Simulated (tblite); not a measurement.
Compound: C5H8NOS (charge +1).
SMILES with atom numbers: `[CH3:1][n+:2]1[cH:3][s:4][c:5]([CH2:6][OH:7])[cH:8]1` (hydrogens: H9, H10, H11 on C1; H12 on C3; H13, H14 on C6; H15 on O7; H16 on C8)
Bond orders are those of one Lewis drawing.

Computed with GFN2-xTB (tblite), gas phase: Langevin dynamics at 400 K from the optimised GFN2-xTB geometry, time step 0.5 fs, friction 0.01 fs⁻¹, 2000 steps.

Start geometry:
```
atom  x, y, z in Å
C1     -2.609    0.488    0.639
N2     -1.320   -0.020    0.238
C3     -1.136   -1.090   -0.515
S4      0.491   -1.436   -0.816
C5      0.941   -0.060    0.127
C6      2.404    0.187    0.244
O7      2.996   -0.850   -0.493
C8     -0.154    0.578    0.611
H9     -2.682    0.503    1.727
H10    -3.401   -0.140    0.239
H11    -2.740    1.505    0.269
H12    -1.951   -1.677   -0.896
H13     2.709    0.167    1.301
H14     2.656    1.177   -0.164
H15     3.957   -0.783   -0.481
H16    -0.168    1.460    1.225
```

The statistics below take the 31 frames saved every 25 fs from 250 to 1000 fs; their kinetic temperature (all 3N coordinates) averages 390 K.

Task: How do the bond lengths spread?

Result: 
| bond | start (Å) | mean (Å) | standard deviation (Å) | shortest (Å) | longest (Å) |
| --- | --- | --- | --- | --- | --- |
| C1–N2 | 1.442 | 1.447 | 0.032 | 1.389 | 1.547 |
| N2–C3 | 1.321 | 1.323 | 0.039 | 1.251 | 1.404 |
| C3–S4 | 1.691 | 1.696 | 0.036 | 1.633 | 1.796 |
| S4–C5 | 1.727 | 1.731 | 0.026 | 1.680 | 1.769 |
| C5–C6 | 1.488 | 1.506 | 0.030 | 1.437 | 1.552 |
| C6–O7 | 1.404 | 1.406 | 0.040 | 1.310 | 1.472 |
| C5–C8 | 1.357 | 1.359 | 0.021 | 1.311 | 1.394 |
| N2–C8 | 1.363 | 1.368 | 0.027 | 1.319 | 1.447 |
| C1–H9 | 1.091 | 1.099 | 0.039 | 1.002 | 1.190 |
| C1–H10 | 1.087 | 1.094 | 0.028 | 1.042 | 1.145 |
| C1–H11 | 1.091 | 1.095 | 0.044 | 1.011 | 1.165 |
| C3–H12 | 1.074 | 1.081 | 0.026 | 1.033 | 1.138 |
| C6–H13 | 1.100 | 1.102 | 0.023 | 1.057 | 1.158 |
| C6–H14 | 1.100 | 1.107 | 0.024 | 1.054 | 1.156 |
| O7–H15 | 0.963 | 0.968 | 0.033 | 0.904 | 1.032 |
| C8–H16 | 1.075 | 1.080 | 0.035 | 1.021 | 1.148 |

Task: Give the same statistics for bond angles, one of each kind among heavy atoms.

Result: 
```json
{"angle": "C1–N2–C3", "start (°)": "124.6", "mean (°)": "123.9", "standard deviation (°)": "3.3", "smallest (°)": "115.2", "largest (°)": "130.3"}
{"angle": "C1–N2–C8", "start (°)": "122.3", "mean (°)": "122.6", "standard deviation (°)": "3.2", "smallest (°)": "113.3", "largest (°)": "127.7"}
{"angle": "C3–N2–C8", "start (°)": "113.1", "mean (°)": "112.9", "standard deviation (°)": "2.5", "smallest (°)": "107.8", "largest (°)": "117.0"}
{"angle": "N2–C3–S4", "start (°)": "113.7", "mean (°)": "113.5", "standard deviation (°)": "2.6", "smallest (°)": "106.8", "largest (°)": "120.8"}
{"angle": "C3–S4–C5", "start (°)": "89.5", "mean (°)": "89.5", "standard deviation (°)": "2.0", "smallest (°)": "86.5", "largest (°)": "94.0"}
{"angle": "S4–C5–C6", "start (°)": "115.6", "mean (°)": "116.8", "standard deviation (°)": "3.4", "smallest (°)": "111.2", "largest (°)": "125.8"}
{"angle": "S4–C5–C8", "start (°)": "111.0", "mean (°)": "110.8", "standard deviation (°)": "2.4", "smallest (°)": "105.3", "largest (°)": "114.6"}
{"angle": "C6–C5–C8", "start (°)": "133.4", "mean (°)": "131.5", "standard deviation (°)": "4.3", "smallest (°)": "124.0", "largest (°)": "138.5"}
{"angle": "C5–C6–O7", "start (°)": "104.5", "mean (°)": "106.1", "standard deviation (°)": "3.9", "smallest (°)": "99.4", "largest (°)": "113.8"}
{"angle": "N2–C8–C5", "start (°)": "112.8", "mean (°)": "112.8", "standard deviation (°)": "2.6", "smallest (°)": "106.0", "largest (°)": "117.1"}
```

Task: How far does each atom move about its mean position (frames aligned on the start, all atoms weighted alike), and what rms force does it feel?

Result: 
```
atom  rms displacement (Å)  rms force (eV/Å)
  C1                  0.15              2.24
  N2                  0.11              2.77
  C3                  0.16              2.28
  S4                  0.26              1.17
  C5                  0.22              1.80
  C6                  0.17              2.01
  O7                  0.50              1.89
  C8                  0.17              1.89
  H9                  0.56              1.37
 H10                  0.31              1.09
 H11                  0.55              1.50
 H12                  0.22              0.97
 H13                  0.62              0.94
 H14                  0.59              0.83
 H15                  0.71              1.47
 H16                  0.25              1.18
```

The displacements run from 0.11 to 0.71 Å, the largest at H15.

Task: Follow the torsion S4–C5–C6–O7 through every second one of these frames.

Result: 
```json
{"t (fs)": "250", "S4–C5–C6–O7 (°)": "35"}
{"t (fs)": "300", "S4–C5–C6–O7 (°)": "25"}
{"t (fs)": "350", "S4–C5–C6–O7 (°)": "13"}
{"t (fs)": "400", "S4–C5–C6–O7 (°)": "14"}
{"t (fs)": "450", "S4–C5–C6–O7 (°)": "15"}
{"t (fs)": "500", "S4–C5–C6–O7 (°)": "7"}
{"t (fs)": "550", "S4–C5–C6–O7 (°)": "-22"}
{"t (fs)": "600", "S4–C5–C6–O7 (°)": "-31"}
{"t (fs)": "650", "S4–C5–C6–O7 (°)": "-22"}
{"t (fs)": "700", "S4–C5–C6–O7 (°)": "-9"}
{"t (fs)": "750", "S4–C5–C6–O7 (°)": "-16"}
{"t (fs)": "800", "S4–C5–C6–O7 (°)": "-15"}
{"t (fs)": "850", "S4–C5–C6–O7 (°)": "41"}
{"t (fs)": "900", "S4–C5–C6–O7 (°)": "45"}
{"t (fs)": "950", "S4–C5–C6–O7 (°)": "72"}
{"t (fs)": "1000", "S4–C5–C6–O7 (°)": "80"}
```

Largest departure from the start value over all these frames: S4–C5–C6–O7 81° (start 0°).

Task: How widely does the potential energy scatter, against a harmonic estimate?

Result: Mean 0.69 eV above the start, standard deviation 0.094 eV, range 0.49 to 0.87 eV. For 42 classical harmonic modes at 400 K the canonical values are 42kT/2 = 0.72 eV and kT·√(42/2) = 0.158 eV.

The run is classical and short, so these are rough statistics of one trajectory.

The cost below is that of the whole dynamics run. On one thread of an Arm Neoverse V2, no GPU, on a shared host, this took 11 s and 0.18 GiB of memory at its peak.
